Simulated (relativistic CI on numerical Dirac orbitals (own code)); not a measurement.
Co⁴⁺: M2,3 absorption edge

Computed with this model: Dirac-Coulomb-Breit CI, separate exchange-only KLI orbitals for each configuration, model QED (radiative potential, 1s self-energy scaled to tabulated hydrogen-like ionisation energies), valence Slater integrals scaled by 0.8, multiplet model of core-to-valence dipole absorption; configurations [Ar] 3d5 → [Ne] 3s2 3p5 3d6; 300 K; Lorentzian 0.8 eV and Gaussian 0.3 eV FWHM. Energies are those of the free ion, without screening or charge transfer. The branching ratio is the share of the lower-energy edge in the whole absorption, uncertain by about 0.02 where the edges overlap. S is read from ⟨S²⟩ = S(S + 1).

Field parameters in Wybourne normalisation: Oh B⁴₀ = 21Dq, B⁴₄ = √(5/14) B⁴₀. The field is a parameter set, without covalency.

free ion: ground-state S = 2.50, centroid 66.14 eV. Peaks (eV, height): 66.2 (100).

Oh, 10Dq = 11300 cm⁻¹: ground-state S = 2.50, centroid 66.14 eV. Peaks (eV, height): 66.3 (100).

Oh, 10Dq = 17550 cm⁻¹: ground-state S = 2.50, centroid 66.14 eV. Peaks (eV, height): 66.4 (100).

Oh, 10Dq = 23850 cm⁻¹: ground-state S = 2.50, centroid 66.14 eV. Peaks (eV, height): 66.6 (100).

Oh, 10Dq = 30150 cm⁻¹: ground-state S = 0.52, centroid 72.89 eV. Peaks (eV, height): 60.0 (19), 61.4 (7), 63.4 (16), 67.6 (31), 68.4 (32), 70.4 (52), 72.1 (44), 73.3 (47), 74.6 (100), 77.3 (25), 81.4 (58), 83.9 (7).

Oh, 10Dq = 36450 cm⁻¹: ground-state S = 0.51, centroid 73.23 eV. Peaks (eV, height): 59.8 (24), 62.0 (7), 63.9 (18), 65.3 (13), 67.5 (27), 69.0 (47), 71.8 (58), 73.5 (49), 74.7 (53), 75.9 (100), 79.0 (19), 82.4 (54).

Strongest unbroadened transitions for Oh, 10Dq = 30150 cm⁻¹:

```csv
Energy (eV),Relative strength
60.01,32.6
66.23,20.1
69.63,20.2
70.31,57.3
72.03,29.4
72.24,26.1
73.17,23.2
73.34,30.9
74.23,26.7
74.41,52.0
74.60,72.6
74.67,68.4
74.91,54.2
77.33,45.0
80.71,22.0
81.31,100.0
81.60,26.0
81.67,46.5
```
